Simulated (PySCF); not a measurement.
**Assignment exercise: C$_{3}$H$_{15}$N$_{2}$PSi$_{2}$**

Atoms are numbered as in `[CH3:1][N:2]([CH3:3])[C@@H:4]([SiH3:5])[Si@H:6]([NH2:7])[PH2:8]` (H(Xn): hydrogen on atom n).

How the numbers were obtained: GFN2-xTB geometry, PBE0/pcSseg-1 with gauge-including orbitals, in PySCF (non-relativistic Hamiltonian, averaged over atoms made equivalent by symmetry, fast rotation or ring inversion, no solvent, one computed conformer).

References, each an isolated molecule treated in the same way: TMS for 13C (σref 186.93) and 1H (σref 31.72).

(1) Assign these signals to the numbered atoms. 13C{1H} NMR (computed): δ 48.6 (CH3), 47.5 (CH).

(2) Assign these signals to the numbered atoms. 1H NMR (300 MHz, computed): δ 6.45 (m, 1H), 4.16 (d, 3H), 2.42 (s, 6H), 2.11 (m, 1H), 0.83 (m, 2H), 0.27 (br s, 2H).

## Answers

(1) 
| δ (ppm) | atoms | environment | reason |
| --- | --- | --- | --- |
| 48.6 | C1/C3 | methyl carbon bonded to N | the inductive effect lowers its shielding |
| 47.5 | C4 | sp3 CH bonded to N and 2 Si | deshielded by the electronegative neighbour |

C1/C3 and C4 lie closer than the usual error of such a calculation, so a measured spectrum could show them in the other order.

(2) 
| δ (ppm) | atoms | environment | reason |
| --- | --- | --- | --- |
| 6.45 | H(Si6) | hydrogen on a silicon bonded to C, N, P | – |
| 4.16 | H(Si5) | hydrogen on a silicon bonded to C | – |
| 2.42 | H(C1)/H(C3) | hydrogen on a methyl carbon bonded to N | its carbon carries N, hence the downfield position |
| 2.11 | H(C4) | hydrogen on an sp3 CH bonded to N and 2 Si | its carbon carries N, hence the downfield position |
| 0.83 | H(P8) | hydrogen on a phosphorus bonded to Si | – |
| 0.27 | H(N7) | hydrogen on a nitrogen bonded to Si | exchangeable; this is the value without hydrogen bonding to other molecules |

OH and NH positions are those of a molecule without intermolecular hydrogen bonds; in solution they move with solvent, concentration and temperature, and exchange usually removes their couplings. Splittings by 31P in the carbon and heteronuclear signals aren't shown, as no couplings were computed. Shifts are as computed. Against solution values, carbons near 30 ppm lie about +3 ppm off and those near 130 ppm about +5 ppm. Of 1211 compounds with measured shifts, 218 miss one by over three times the rms of a fit or turn the order of signals round; such compounds aren't used in these exercises. Multiplicities follow the n + 1 count of equivalent neighbours, as no J values were calculated; m marks all less simple cases, F and P coupling included.
